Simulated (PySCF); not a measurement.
BH₆NO₂Si. Atoms are numbered in the order given.

```xyz
11

Si    -0.0033     1.8149     0.0000
N      0.7553     0.2317     0.0000
B      0.0164    -0.9957     0.0000
O     -1.3533    -0.8833     0.0000
O      0.5704    -2.2577     0.0000
H     -0.8444     2.0375    -1.2065
H     -0.8444     2.0375     1.2065
H      1.1088     2.8067     0.0000
H      1.7706     0.2055     0.0000
H     -1.7868    -1.7475     0.0000
H      1.5360    -2.2637     0.0000
```
Charge 0, spin multiplicity 1.

Geometry optimised at TPSSh-D3(BJ)/def2-SVP. The structure was generated by enumeration, and PubChem lists no compound with its InChIKey, so it may never have been made. One conformer was computed; it need not be the lowest.

Computed with B3LYP/pcSseg-1 (PySCF).

GIAO shieldings, no solvent; atoms listed in one row are averaged. δ = σ(ref) − σ: ²⁹Si against TMS (σ = 338.7 ppm); ¹⁵N against NH3 (σ = 265.5 ppm); ¹¹B against BF3 (σ = 86.3 ppm); ¹⁷O against H2O (σ = 333.8 ppm); ¹H against TMS (σ = 31.68 ppm), references at their B3LYP-D3(BJ)/def2-TZVP geometries, non-relativistic.

**Question.** Estimate the chemical shifts. (The exact figures need the calculation; the answer reports its results.)

**Answer.** 
| nucleus | atoms | count | δ (ppm) |
|---|---|---|---|
| ²⁹Si | Si1 | 1 | -58.2 |
| ¹⁵N | N2 | 1 | 41.0 |
| ¹¹B | B3 | 1 | 10.8 |
| ¹⁷O | O5 | 1 | 91.3 |
| ¹⁷O | O4 | 1 | 86.5 |
| ¹H | H6, H7, H8 | 3 | 4.74 |
| ¹H | H10 | 1 | 3.31 |
| ¹H | H11 | 1 | 2.87 |
| ¹H | H9 | 1 | 1.00 |
